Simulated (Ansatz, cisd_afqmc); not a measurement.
Species: CsI, charge 1, doublet. CsI+ (parent SMILES [I][Cs], doublet).
B3LYP-D3(BJ)/def2-TZVP minimum from Ansatz (a first-principles code):
```xyz
2

Cs     0.0000     0.0000    -2.0048
I      0.0000     0.0000     2.0804
```
Charge +1, spin multiplicity 2.

Total energies in def2-SVP, 7 correlated electrons, 13 frozen orbitals. UHF or UKS for unpaired electrons; spin-orbit terms are left out. Correlated methods leave the cores frozen (noble-gas shells, and filled d and f shells in the p block). Past Kr the def2 sets carry scalar-relativistic core potentials. AFQMC is phaseless with a CISD trial state; ± is one standard error, without the phaseless bias. Outlying blocks are dropped, and bars are widened where a walk drifts. Over all cases where full CI ran beside it in this data, AFQMC minus full CI had a median of +0.1 mEh and passed +0.4 mEh in a tenth of the cases. Spin-orbit terms, left out, reach several kcal/mol for Br and I, and more for heavier atoms. The spin of CsI+ (parent SMILES [I][Cs], doublet) was assumed, and the state is the lowest solution found for it.

```csv
method,program,energy (Eh),minus CCSDTQ (mEh)
HF,Ansatz,-316.38146,92.11
MP2,Ansatz,-316.45984,13.74
CCSD,Ansatz,-316.47241,1.16
CCSD(T),Ansatz,-316.47327,0.30
CCSDT(Q),Ansatz,-316.47356,0.01
CCSDTQ,Ansatz,-316.47358,0.00
AFQMC/CISD,cisd_afqmc,-316.4735 ± 0.0001,0.1 ± 0.1
```

Rough core times of Ansatz's runs on a shared machine: CCSD(T) under 20 s, CCSDT(Q) 50 s, CCSDTQ 8 min.
